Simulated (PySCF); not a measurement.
3-ethenylsiletane (C5H10Si), SMILES C(C1C[SiH2]C1)=C. Atoms are numbered in the order given.

```xyz
16

C      2.9514    -0.2539     0.0000
C      1.7871     0.3970     0.0000
C      0.4359    -0.2389     0.0000
C     -0.4942     0.1453    -1.1918
Si    -1.9491    -0.0870     0.0000
C     -0.4942     0.1453     1.1918
H      2.9911    -1.3483     0.0000
H      3.9063     0.2782     0.0000
H      1.7870     1.4961     0.0000
H      0.5620    -1.3358     0.0000
H     -0.3732     1.2136    -1.4405
H     -0.3677    -0.4414    -2.1119
H     -3.0824     0.8898     0.0000
H     -2.5101    -1.4735     0.0000
H     -0.3677    -0.4414     2.1119
H     -0.3732     1.2136     1.4405
```

Geometry optimised at PBE0-D3(BJ)/def2-SVP. Other conformers were not sampled.

The numbers are results of PySCF with PBE0/pcSseg-1, not measurements.

GIAO shieldings, no solvent; atoms listed in one row are averaged. δ = σ(ref) − σ: ¹³C against TMS (σ = 186.3 ppm); ²⁹Si against TMS (σ = 352.7 ppm); ¹H against TMS (σ = 31.56 ppm), references at their B3LYP-D3(BJ)/def2-TZVP geometries, non-relativistic.

Estimate the chemical shifts. (Estimate from the structure and the level; the computed values follow.)


```tsv
nucleus	atoms	count	δ (ppm)
¹³C	C2	1	157.8
¹³C	C1	1	119.9
¹³C	C3	1	45.6
¹³C	C4, C6	2	21.2
²⁹Si	Si5	1	-35.4
¹H	H9	1	6.19
¹H	H7	1	5.47
¹H	H8	1	5.33
¹H	H13, H14	2	4.95
¹H	H10	1	3.03
¹H	H12, H15	2	1.48
¹H	H11, H16	2	1.39
```
